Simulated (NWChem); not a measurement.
System: KF; SMILES [F][K]

Results from NWChem. Pople sets run with spherical d functions. Geometry: optimised at B3LYP/6-31G* (spherical d). Total energies compare along this basis series because the functional is fixed.

```
level                    basis functions  energy (Ha)  highest occupied level (eV)  orbital gap (eV)  dipole (D)
-----------------------  ---------------  -----------  ---------------------------  ----------------  ----------
Hartree-Fock/STO-3G                   18    -691.0319                        -4.10              9.08        6.20
Hartree-Fock/3-21G                    26    -695.0317                        -8.24              8.04        9.18
Hartree-Fock/6-31G*                   36    -698.5680                        -9.99              9.89        8.75
Hartree-Fock/6-31+G*                  44    -698.5982                       -11.10             10.83        9.34
Hartree-Fock/6-311G**                 57    -698.6462                       -10.63             10.54        8.65
Hartree-Fock/6-311++G**               65    -698.6622                       -11.31             11.06        9.09
```
